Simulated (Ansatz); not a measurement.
CH$_{3}$AlFGa (`[F][Al]1[CH2][GaH]1`). The species carries charge 0 and has multiplicity 1.

```
atom   x (Å)   y (Å)   z (Å)
  F1   1.225   2.224   1.568
 Al2   0.332   1.047   0.835
  C3   0.597  -0.466  -0.325
 Ga4  -1.415  -0.156  -0.296
  H5   0.610  -1.177   0.541
  H6   1.251  -0.858  -1.103
  H7  -2.601  -0.613  -1.218
```

Question: List the harmonic frequencies (cm⁻¹, unscaled) at PBE0-D4/def2-TZVP in Ansatz. (Estimate.)

Answer: Computed: 79, 150, 270, 317, 400, 446, 510, 641, 705, 842, 884, 1316, 1935, 2854, 3135.

Question: Is this a minimum?

Answer: Yes, all 15 modes are real.

Question: Give the ideal-gas thermochemistry at 298.15 K and 1 bar (rigid rotor, harmonic oscillator; point group C1, symmetry number 1).

Answer: Zero-point energy 86.6 kJ/mol; H(298) − E = 105.6 kJ/mol; entropy 335.6 J/(mol·K), of which translation 169.6, rotation 111.8, vibration 54.2; G(298) − E = 5.6 kJ/mol. Modes under 100 cm⁻¹ are hindered rotations or soft bends, so the harmonic entropy is rough.

Question: And at 400, 500, 600, 800 and 1000 K?

Answer: 
```
T (K)  H − E (kJ/mol)  S (J/mol/K)  G − E (kJ/mol)
  400           115.8        364.8           -30.2
  500           126.7        389.3           -67.9
  600           138.4        410.6          -107.9
  800           163.4        446.4          -193.7
 1000           189.8        475.9          -286.0
```

Question: Rotational constants (cm⁻¹)?

Answer: 0.4107, 0.0565, 0.05021.
